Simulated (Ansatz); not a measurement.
Geometry optimisation, RKS BLYP-D4/def2-mTZVP in Ansatz 0.2.0.

input.yaml

```yaml
crystal:
  periodic: [false, false, false]
  atoms:
    - { symbol: C, position_ang: [-0.8837, 2.0142, 0.0818] }
    - { symbol: C, position_ang: [-0.4843, 0.8344, 0.0792] }
    - { symbol: C, position_ang: [-0.0614, -0.385, 0.0765] }
    - { symbol: "N", position_ang: [-0.696, -1.4145, 0.727] }
    - { symbol: Al, position_ang: [1.6913, -0.7866, -0.8069] }
    - { symbol: H, position_ang: [-1.8739, 2.3072, 0.5472] }
    - { symbol: H, position_ang: [-0.3383, 2.8428, -0.413] }
    - { symbol: H, position_ang: [-1.6436, -1.207, 1.1926] }
    - { symbol: H, position_ang: [-0.4047, -2.3877, 0.7812] }
    - { symbol: H, position_ang: [2.5085, 0.395, -1.4774] }
    - { symbol: H, position_ang: [2.2513, -2.2698, -0.7677] }
basis:
  gaussian: { orbitals: def2-mTZVP }
hamiltonian:
  xc: blyp
  dispersion: d4
relax:
  f_tol: 0.02
  max_steps: 50
```

Run as:

```bash
$ ansatz run input.yaml --threads 2 --pin off --max-ram 3072MiB --backend cpu --events-out ev --progress --plain --runs-dir out
```

Problem. Where does it end, and by what steps?

Solution. It converged. After 19 steps the energy has fallen by 2.723 eV; H6 moved furthest, 1.36 Å.

| step | energy less start (eV) | largest force component (eV/Å) | accepted |
| --- | --- | --- | --- |
| 0 | 0.0000 | 5.417 | yes |
| 1 | -1.1914 | 1.494 | yes |
| 2 | -1.6800 | 1.059 | yes |
| 3 | -2.0447 | 1.153 | yes |
| 4 | -2.3522 | 0.704 | yes |
| 5 | -2.5318 | 0.601 | yes |
| 6 | -2.6485 | 0.442 | yes |
| 7 | -2.6898 | 0.356 | yes |
| 8 | -2.6740 | 0.464 | no |
| 9 | -2.7126 | 0.131 | yes |
| 10 | -2.6795 | 0.490 | no |
| 11 | -2.7166 | 0.075 | yes |
| 12 | -2.7191 | 0.068 | yes |
| 13 | -2.7213 | 0.042 | yes |
| 14 | -2.7221 | 0.093 | yes |
| 15 | -2.7225 | 0.054 | yes |
| 16 | -2.7216 | 0.108 | no |
| 17 | -2.7227 | 0.026 | yes |
| 18 | -2.7229 | 0.023 | yes |
| 19 | -2.7230 | 0.014 | yes |

```xyz
11
Properties=species:S:1:pos:R:3
C -0.860 2.039 0.004
C -0.473 0.790 0.132
C 0.000 -0.441 0.242
N -0.534 -1.429 1.120
Al 1.578 -0.757 -0.882
H -1.558 2.356 -0.777
H -0.506 2.825 0.677
H -1.508 -1.266 1.389
H -0.418 -2.383 0.780
H 2.235 0.466 -1.648
H 2.111 -2.256 -1.018
```

Whether the end is a true minimum wasn't checked by a vibrational analysis.

Run time: 53 s on 2 threads of Intel(R) Xeon(R) Platinum 8488C (Sapphire Rapids) (shared host), peak memory 0.24 GiB.
